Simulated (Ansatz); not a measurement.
Basis sets compared for BeCl2. Total charge 0; singlet. Geometry r2SCAN-D4/def2-TZVP. Ansatz on 4 threads of Intel Xeon on a shared host; times are rough, and most runs start from earlier orbitals.

```xyz
3

Be    0.000    0.000    0.000
Cl   -1.350   -0.043    1.196
Cl    1.350    0.043   -1.196
```

Binding counts from free atoms (Be singlet, Cl doublet) in the same basis, without a counterpoise term.

| level | functions | energy (Eh) | HOMO (eV) | LUMO (eV) | binding per atom (eV) | wall time |
| --- | --- | --- | --- | --- | --- | --- |
| HF/6-31G | 35 | -933.7188 | -12.95 | 2.79 | 2.41 | 0.8 s |
| HF/def2-TZVP | 93 | -933.8174 | -12.83 | 1.25 | 2.64 | 1.5 s |
| PBE-D4/def2-SVP | 45 | -934.5698 | -8.02 | -1.00 | 3.30 | 0.99 s |
| PBE-D4/def2-TZVP | 93 | -934.9082 | -8.13 | -1.14 | 3.29 | 1.5 s |
| r2SCAN-D4/def2-TZVP (with forces) | 93 | -935.2484 | -8.50 | -0.54 | 3.33 | 3.2 s |
| PBE0-D4/def2-SVP | 45 | -934.6529 | -9.46 | -0.31 | 3.24 | 1.4 s |
| PBE0-D4/def2-TZVP | 93 | -934.9893 | -9.54 | -0.50 | 3.26 | 2.5 s |

(1) Estimate the rows for PBE-D4/def2-TZVPD, r2SCAN-D4/def2-TZVPD, PBE0-D4/def2-TZVPD.

Answers

(1) 
| level | functions | energy (Eh) | HOMO (eV) | LUMO (eV) | binding per atom (eV) | wall time |
| --- | --- | --- | --- | --- | --- | --- |
| PBE-D4/def2-TZVPD | 114 | -934.9111 | -8.21 | -1.27 | 3.30 | 2.3 s |
| r2SCAN-D4/def2-TZVPD | 114 | -935.2502 | -8.55 | -0.66 | 3.33 | 2.9 s |
| PBE0-D4/def2-TZVPD | 114 | -934.9915 | -9.60 | -0.62 | 3.27 | 2.4 s |
